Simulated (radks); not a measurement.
Values are calculated unless marked as measured or tabulated.
Q: The mean radii <r> (bohr) of the occupied orbitals of an atom or ion are listed with their occupations. Code: a radial shooting solver on a logarithmic mesh with Libxc functionals. Model: scalar-relativistic Kohn-Sham, exchange-only LDA, spin-polarised, spherical densities, point nucleus.

orbital  occ.      <r>
1s up       1  0.02276
1s down     1  0.02276
2s up       1  0.09702
2s down     1  0.09702
2p up       3  0.08546
2p down     3  0.08545
3s up       1   0.2536
3s down     1   0.2535
3p up       3   0.2514
3p down     3   0.2513
3d up       5   0.2283
3d down     5   0.2282
4s up       1   0.5366
4s down     1   0.5366
4p up       3   0.5537
4p down     3   0.5539
4d up       2   0.5648

Name the element and its charge. Open shells, if any, are filled with parallel spins first.

A: Z = 62, samarium, charge +24: Sm24+ in [Kr] 4d2. The 1s radius gives Z: for a bare nucleus <r> = (2 gamma + 1)/(2Z) with gamma = sqrt(1 - (Z/c)^2), 0.02245 bohr for Z = 62, and screening makes it slightly larger (0.02276 here). The occupations add up to 38, and the charge is Z minus that.
